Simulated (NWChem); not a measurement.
System: SnH$_{4}$S; SMILES [SH][SnH3]

Computed with NWChem. The geometry was optimised at PBE-D3(BJ)/def2-SVP. def2 effective core potentials on Sn; no spin-orbit coupling. Ions are spin-unrestricted doublets at the neutral geometry; other ion states weren't tried.

Q: What does the run give for BHandHLYP/def2-SVP? Quantities: vertical ionisation energy, ΔSCF (eV); −ε(HOMO) (eV).

A: 
```yaml
vertical ionisation energy, ΔSCF (eV): 9.33
"−ε(HOMO) (eV)": 8.16
```
